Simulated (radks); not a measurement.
Species: Sc+. Configuration: [Ne] 3s1 3p6 3d1 4s2 (not the ground configuration).

Calculated with a radial shooting solver on a logarithmic mesh with Libxc functionals: scalar-relativistic Kohn-Sham, PBEsol, spin-polarised, spherical densities, finite nucleus; open shells are filled with parallel spins first; Fermi nuclear charge, rms radius 3.5459 fm.

Energy parts (eV):
| part | energy |
|---|---|
| total | -20705.551 |
| kinetic | 20860.506 |
| electron-nucleus | -48941.176 |
| Hartree | 8393.028 |
| exchange-correlation | -1017.910 |

Orbitals (lengths in bohr, moments of r in powers of bohr; r(max) is where P^2 peaks; r(90%) holds 90 % of the orbital's charge):
[
 {"orbital": "1s up", "occ.": "1", "eigenvalue (eV)": "-4409.945", "r(90%)": "0.131", "<r^2>": "0.007187", "<r>": "0.07310", "r(max)": "0.04784"},
 {"orbital": "1s down", "occ.": "1", "eigenvalue (eV)": "-4409.502", "r(90%)": "0.131", "<r^2>": "0.007187", "<r>": "0.07310", "r(max)": "0.04784"},
 {"orbital": "2s up", "occ.": "1", "eigenvalue (eV)": "-491.0770", "r(90%)": "0.535", "<r^2>": "0.1399", "<r>": "0.3438", "r(max)": "0.2838"},
 {"orbital": "2s down", "occ.": "1", "eigenvalue (eV)": "-490.3242", "r(90%)": "0.534", "<r^2>": "0.1396", "<r>": "0.3435", "r(max)": "0.2838"},
 {"orbital": "2p up", "occ.": "3", "eigenvalue (eV)": "-405.4298", "r(90%)": "0.507", "<r^2>": "0.1171", "<r>": "0.3078", "r(max)": "0.2323"},
 {"orbital": "2p down", "occ.": "3", "eigenvalue (eV)": "-404.7400", "r(90%)": "0.506", "<r^2>": "0.1168", "<r>": "0.3075", "r(max)": "0.2322"},
 {"orbital": "3s up", "occ.": "1", "eigenvalue (eV)": "-70.3774", "r(90%)": "1.57", "<r^2>": "1.276", "<r>": "1.053", "r(max)": "0.9180"},
 {"orbital": "3s down", "occ.": "0", "eigenvalue (eV)": "-67.7524", "r(90%)": "1.58", "<r^2>": "1.292", "<r>": "1.059", "r(max)": "0.9197"},
 {"orbital": "3p up", "occ.": "3", "eigenvalue (eV)": "-48.5926", "r(90%)": "1.72", "<r^2>": "1.489", "<r>": "1.128", "r(max)": "0.9526"},
 {"orbital": "3p down", "occ.": "3", "eigenvalue (eV)": "-46.1189", "r(90%)": "1.75", "<r^2>": "1.522", "<r>": "1.138", "r(max)": "0.9558"},
 {"orbital": "3d up", "occ.": "1", "eigenvalue (eV)": "-16.4712", "r(90%)": "2.35", "<r^2>": "2.483", "<r>": "1.405", "r(max)": "1.003"},
 {"orbital": "3d down", "occ.": "0", "eigenvalue (eV)": "-14.4785", "r(90%)": "2.51", "<r^2>": "2.767", "<r>": "1.474", "r(max)": "1.020"},
 {"orbital": "4s up", "occ.": "1", "eigenvalue (eV)": "-11.7358", "r(90%)": "4.49", "<r^2>": "10.66", "<r>": "3.068", "r(max)": "2.704"},
 {"orbital": "4s down", "occ.": "1", "eigenvalue (eV)": "-11.3550", "r(90%)": "4.58", "<r^2>": "11.13", "<r>": "3.137", "r(max)": "2.769"}
]

The highest occupied level is 4s down at -11.355 eV. The configuration is held as typed, so some empty levels lie below it. Spin moment in Bohr magnetons: 2. The density falls to 0.001 e/bohr^3 at r = 4.51 bohr. The spin density at the nucleus is 40.25 e/bohr^3 (1s 0.35, 2s -0.24, 3s 39.84, 4s 0.31). The electron density at the nucleus is 7248 e/bohr^3 (large components only).
